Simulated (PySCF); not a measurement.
PySCF input (BP86/6-31G* (5d)):

```python
from pyscf import gto, dft

mol = gto.M(
    atom='''
    C     1.83886900    0.72089100    0.12061500
    N     0.78353700   -0.20760500    0.47951600
    B    -0.54195900   -0.21110400   -0.03759300
    O    -1.48256300   -1.14212700    0.34308200
    O    -0.98831700    0.71923900   -0.94662100
    H     2.55628700    0.82039600    0.93641100
    H     2.39042000    0.42092600   -0.77804300
    H     1.42714300    1.71802400   -0.05270300
    H     1.08719500   -0.96759200    1.06405300
    H    -1.18677200   -1.75620200    1.01814500
    H    -0.31540600    1.33095700   -1.25188500
    ''',
    basis='6-31g*',
    charge=0,
    spin=0,
    verbose=4,
)

mf = dft.RKS(mol, xc='bp86')
mf.grids.level = 3
mf.conv_tol = 1e-9
mf.max_cycle = 100
mf.max_memory = 1500
mf.kernel()
if not mf.converged:
    mf = mf.newton()
    mf.kernel(mf.make_rdm1())
mf.dip_moment()
```

Output:

```
PySCF version 2.14.0

[INPUT] verbose = 4
[INPUT] num. atoms = 11
[INPUT] num. electrons = 40
[INPUT] charge = 0
[INPUT] spin (= nelec alpha-beta = 2S) = 0
[INPUT] symmetry False subgroup None
[INPUT] Mole.unit = angstrom
[INPUT] Symbol           X                Y                Z      unit          X                Y                Z       unit  Magmom
[INPUT]  1 C      1.838869000000   0.720891000000   0.120615000000 AA    3.474958788953   1.362286555664   0.227929316514 Bohr   0.0
[INPUT]  2 N      0.783537000000  -0.207605000000   0.479516000000 AA    1.480670338463  -0.392316592090   0.906153912347 Bohr   0.0
[INPUT]  3 B     -0.541959000000  -0.211104000000  -0.037593000000 AA   -1.024154080743  -0.398928743800  -0.071040474201 Bohr   0.0
[INPUT]  4 O     -1.482563000000  -1.142127000000   0.343082000000 AA   -2.801638032414  -2.158307229471   0.648331018268 Bohr   0.0
[INPUT]  5 O     -0.988317000000   0.719239000000  -0.946621000000 AA   -1.867648454252   1.359164728106  -1.788854433762 Bohr   0.0
[INPUT]  6 H      2.556287000000   0.820396000000   0.936411000000 AA    4.830682325786   1.550323753689   1.769560330030 Bohr   0.0
[INPUT]  7 H      2.390420000000   0.420926000000  -0.778043000000 AA    4.517239122683   0.795434858709  -1.470288183135 Bohr   0.0
[INPUT]  8 H      1.427143000000   1.718024000000  -0.052703000000 AA    2.696909410590   3.246594835430  -0.099594235943 Bohr   0.0
[INPUT]  9 H      1.087195000000  -0.967592000000   1.064053000000 AA    2.054500793997  -1.828483880320   2.010768752022 Bohr   0.0
[INPUT] 10 H     -1.186772000000  -1.756202000000   1.018145000000 AA   -2.242674052302  -3.318740799413   1.924015205095 Bohr   0.0
[INPUT] 11 H     -0.315406000000   1.330957000000  -1.251885000000 AA   -0.596030958045   2.515144213573  -2.365719789451 Bohr   0.0

nuclear repulsion = 173.779862377273
number of shells = 42
number of NR pGTOs = 159
number of NR cGTOs = 82
basis = 6-31g*
ecp = {}

******** <class 'pyscf.dft.rks.RKS'> ********
method = RKS
initial guess = minao
damping factor = 0
level_shift factor = 0
DIIS = <class 'pyscf.scf.diis.CDIIS'>
diis_start_cycle = 1
diis_space = 8
diis_damp = 0
SCF conv_tol = 1e-09
SCF conv_tol_grad = None
SCF max_cycles = 100
direct_scf = True
direct_scf_tol = 1e-13
XC library pyscf.dft.libxc version 7.1.2
    S. Lehtola, C. Steigemann, M. J. T. Oliveira, and M. A. L. Marques,  SoftwareX 7, 1–5 (2018)
XC functionals = bp86
    A. D. Becke,  Phys. Rev. A 38, 3098 (1988)
    J. P. Perdew,  Phys. Rev. B 33, 8822 (1986)
    J. P. Perdew,  Phys. Rev. B 34, 7406–7406 (1986)
radial grids:
    Treutler-Ahlrichs [JCP 102, 346 (1995); DOI:10.1063/1.469408] (M4) radial grids

becke partition: Becke, JCP 88, 2547 (1988); DOI:10.1063/1.454033
pruning grids: <function nwchem_prune>
grids dens level: 3
symmetrized grids: False
atomic radii adjust function: <function treutler_atomic_radii_adjust>
small_rho_cutoff = 0
Set gradient conv threshold to 3.16228e-05
Initial guess from minao.
tot grids = 129080
init E= -272.26555602495
  HOMO = -0.299297385790152  LUMO = -0.0246109664948673  gap/eV = 7.47460
cycle= 1 E= -271.646907846988  delta_E= 0.619  |g|= 1.07  |ddm|= 3.04
  HOMO = -0.0381230878080974  LUMO = 0.0744763711843643  gap/eV = 3.06399
cycle= 2 E= -271.124949008372  delta_E= 0.522  |g|= 1.94  |ddm|=  2.5
  HOMO = -0.172132130115856  LUMO = 0.0379568159559822  gap/eV = 5.71681
cycle= 3 E= -271.861746207479  delta_E= -0.737  |g|= 0.217  |ddm|= 1.84
  HOMO = -0.206632025475638  LUMO = 0.0327638229434779  gap/eV = 6.51429
cycle= 4 E= -271.870787285432  delta_E= -0.00904  |g|= 0.0933  |ddm|= 0.253
  HOMO = -0.196344147138228  LUMO = 0.034598655044888  gap/eV = 6.28427
cycle= 5 E= -271.872564353428  delta_E= -0.00178  |g|= 0.0241  |ddm|= 0.0793
  HOMO = -0.196605681586819  LUMO = 0.0348579231188153  gap/eV = 6.29845
cycle= 6 E= -271.872694213199  delta_E= -0.00013  |g|= 0.00528  |ddm|= 0.0218
  HOMO = -0.196419701020079  LUMO = 0.0347214879328144  gap/eV = 6.28967
cycle= 7 E= -271.872700077407  delta_E= -5.86e-06  |g|= 0.00148  |ddm|= 0.00428
  HOMO = -0.196443307211936  LUMO = 0.0346924874639414  gap/eV = 6.28953
cycle= 8 E= -271.872700694223  delta_E= -6.17e-07  |g|= 0.000369  |ddm|= 0.00155
  HOMO = -0.196435561190766  LUMO = 0.0346801691111165  gap/eV = 6.28898
cycle= 9 E= -271.87270068018  delta_E= 1.4e-08  |g|= 6.39e-05  |ddm|= 0.000311
  HOMO = -0.196440895970399  LUMO = 0.0346765875822501  gap/eV = 6.28903
cycle= 10 E= -271.87270068045  delta_E= -2.7e-10  |g|= 5.6e-05  |ddm|= 8.28e-05
  HOMO = -0.196442910408352  LUMO = 0.0346761297725489  gap/eV = 6.28907
cycle= 11 E= -271.872700681016  delta_E= -5.66e-10  |g|= 1.22e-05  |ddm|= 4.37e-05
  HOMO = -0.196441309716588  LUMO = 0.0346765153745574  gap/eV = 6.28904
Extra cycle  E= -271.872700680975  delta_E= 4.05e-11  |g|= 1.9e-05  |ddm|= 2.2e-05
converged SCF energy = -271.872700680975
Dipole moment(X, Y, Z, Debye):  3.44985, -0.22463,  1.34774
```

The geometry given is a B3LYP-D3(BJ)/def2-TZVP minimum.
